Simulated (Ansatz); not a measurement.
**Cl⁻ ··· C$_{2}$H$_{4}$**

The pair of Cl⁻ (SMILES [Cl-], atom 1) and C$_{2}$H$_{4}$ (SMILES C=C, atoms 2–7), both closed shells, in one local arrangement (a lower one may exist), relaxed at PBE0-D4/def2-TZVPD:

```xyz
7
angstrom
Cl 0.4124 0.5095 -3.3385
C -0.3611 -0.3616 0.0296
C 0.2246 0.1927 1.0820
H -1.1228 -1.1264 0.1671
H -0.1135 -0.0842 -1.0000
H 0.9860 0.9570 0.9570
H -0.0256 -0.0869 2.1028
```

Ansatz 0.2.0; basis: def2-TZVPPD, with def2-QZVPPD for the basis limit; cores frozen in the correlated methods. B3LYP uses VWN-RPA correlation. Extrapolation: Hartree–Fock as exp(−7.88 √X), correlation as X^−2.97. Interaction energies count from these two fragments, frozen as in the pair, with the counterpoise correction; negative means bound.

(1) What is the interaction energy by CCSD(T) at an estimated basis limit (MP2 extrapolated from triple and quadruple zeta, plus CCSD(T) − MP2 in triple zeta)? (To be estimated.)

(2) Which atoms make the shortest contact between the fragments?

The T1 diagnostic stays at or below 0.011.

Results:

(1) By the calculation: -5.24 kcal/mol. Hartree–Fock alone gives -3.04 kcal/mol at the basis limit. It counts from the two fragments frozen as in the pair.

The same quantity by other methods in triple zeta, and each one's difference from that estimate:
```
   method  E_int (kcal/mol)  difference
   PBE-D4             -6.06       -0.82
revPBE-D4             -6.11       -0.87
  BLYP-D4             -5.56       -0.32
r2SCAN-D4             -5.39       -0.15
   B97M-V             -5.30       -0.06
  PBE0-D4             -5.85       -0.60
 B3LYP-D4             -5.58       -0.33
 HSE06-D4             -5.85       -0.61
  wB97X-V             -5.13        0.11
  wB97M-V             -5.17        0.07
   B2PLYP             -4.53        0.71
       HF             -2.97        2.27
      MP2             -4.91        0.33
     CCSD             -4.43        0.81
  CCSD(T)             -4.76        0.48
```
Differences are method less estimate.

(2) Cl1 and H5, 2.47 Å apart.

Basis-set superposition shift (counterpoise-corrected less uncorrected): CCSD(T) 0.76; MP2 0.71; HF 0.06; PBE0-D4 0.08; wB97M-V 0.08 kcal/mol.

For scale, one of the runs: CCSD(T)/def2-TZVPPD, 193 basis functions, launched by `ansatz run in.yaml --threads 2 --pin off --events-out ev --progress --plain --max-ram 5222MiB`. The run took 41 s on 2 CPU threads of an Arm Neoverse V1 (shared host), with 2.1 GiB of host memory at its peak.
